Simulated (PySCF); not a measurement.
C₂H₆O₂Si₂.

```xyz
12

O     -2.0299     1.3770     0.1022
C     -1.0923     0.6515    -0.1198
C     -1.1783    -0.8704    -0.1584
Si     0.4958    -1.5439     0.4297
O      1.4930    -0.2507     0.0250
Si     0.7610     1.2105    -0.3530
H     -1.2621    -1.1517    -1.2262
H     -2.0870    -1.2235     0.3523
H      0.5321    -1.7937     1.8991
H      0.9212    -2.7703    -0.2993
H      1.0755     1.6236    -1.7509
H      1.1434     2.2856     0.6022
```
Charge 0, spin multiplicity 1.

Geometry optimised at PBE0-D3(BJ)/def2-SVP. The structure was generated by enumeration, and PubChem lists no compound with its InChIKey, so it may never have been made. One conformer was computed; it need not be the lowest.

Computed with PBE/pcSseg-1 (PySCF). Non-relativistic, no solvent.

Computed absolute GIAO shielding of each atom: isotropic value and principal components (ppm):
| atom | σ(iso) | σ11 | σ22 | σ33 | span |
|---|---|---|---|---|---|
| O1 | -503.8 | -1390.5 | -471.9 | 351.0 | 1741.5 |
| C2 | -58.4 | -144.3 | -100.4 | 69.6 | 213.9 |
| C3 | 140.0 | 99.7 | 136.8 | 183.6 | 83.9 |
| Si4 | 339.4 | 298.9 | 311.1 | 408.2 | 109.3 |
| O5 | 295.4 | 216.7 | 325.6 | 343.8 | 127.1 |
| Si6 | 383.4 | 294.1 | 380.4 | 475.9 | 181.8 |
| H7 | 28.8 | 26.3 | 27.1 | 33.0 | 6.7 |
| H8 | 29.2 | 26.7 | 27.8 | 33.1 | 6.4 |
| H9 | 25.6 | 22.6 | 23.8 | 30.6 | 8.0 |
| H10 | 25.5 | 22.7 | 23.7 | 30.0 | 7.3 |
| H11 | 26.2 | 22.7 | 24.7 | 31.0 | 8.3 |
| H12 | 26.5 | 23.3 | 24.6 | 31.5 | 8.2 |
